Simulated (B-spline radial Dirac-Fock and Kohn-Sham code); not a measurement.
**Lβ3 (L1-M3) energies across the elements La to Gd**

Calculated with a radial B-spline solver, using multi-electron Dirac-Fock with separately optimised hole states, Breit and Lamb-shift corrections added in first order. Free neutral atoms. Correlation and solid-state effects are left out.

```csv
Z,element,energy (eV),wavelength (Å)
57,La,5144.6,2.4100
58,Ce,5367.3,2.3100
59,Pr,5597.2,2.2151
60,Nd,5831.9,2.1260
61,Pm,6072.8,2.0416
62,Sm,6320.0,1.9618
63,Eu,6573.6,1.8861
64,Gd,6832.7,1.8146
```

**Question.** How well does Moseley's law, √E linear in Z, describe these energies?

**Answer.** A straight-line fit gives √(E/eV) = 1.5623·(Z − 11.11). The slope squared is 0.1794 Ry, against 0.1389 Ry for a hydrogen-like ion. The residuals, fit less computed, are La -3.9, Ce -0.1, Pr +1.3, Nd +2.9, Pm +3.1, Sm +1.9, Eu -0.9, Gd -4.2 eV.
